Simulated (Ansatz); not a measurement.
## A correction line for HF/def2-TZVPP: atomisation energy

The atomisation energy (no zero-point term) in kJ/mol of 6 molecular compounds of Al: x at HF/def2-TZVPP, y at CCSD(T)/CBS estimate. Shapes, held fixed at every level: PBE0-D4/def2-TZVP. Flexible molecules stand in one conformer, not always the lowest. Programs: Ansatz 0.2.0.

| molecule | x (kJ/mol) | y (kJ/mol) |
| --- | --- | --- |
| Al(SiH3)ClF | 1715 | 2237 |
| Al(OH)2(SH) | 1786 | 2581 |
| CHAlFNO (SMILES O=C=[N][AlH][F]) | 1821 | 2686 |
| AlSiH5O3 (SMILES [OH][Al]([OH])[O][SiH3]) | 2738 | 3803 |
| C3H9AlO (SMILES C[CH2][Al]([CH3])[OH]) | 3980 | ? |
| C4H11Al (SMILES CC(C)[CH2][AlH2]) | 4469 | 5860 |

Task: Fit y = c + s·x to the known rows and predict y for C3H9AlO.

Result: 
1. Means of the 5 rows: x = 2505.80, y = 3433.4.
2. Σ(Δx)² = 5520499, Σ(Δx·Δy) = 6921212, so the slope is 6921212/5520499 = 1.2537.
3. Intercept: 3433.4 − (1.2537) × 2505.80 = 291.9. The largest residual of the fit is 205.
4. C3H9AlO: 291.9 + 1.2537 × 3980 = 5282 kJ/mol.

CCSD(T)/CBS estimate gives 5307 kJ/mol, so the prediction is off by -25 kJ/mol, within the largest residual. Uncorrected, HF/def2-TZVPP misses C3H9AlO by -1327 kJ/mol, and the other rows by 928 on average. The line removes about 95 % of this miss, partly by chance. Hartree–Fock lacks correlation, which doesn't scale simply with the atomisation energy. C4H11Al lies far out in x and weighs most in the slope. Left out in turn, the other rows are missed by 193 kJ/mol on average. The CBS estimate extrapolates MP2 from def2-TZVPP and def2-QZVPP and adds CCSD(T) − MP2 in the triple-zeta set, cores frozen.
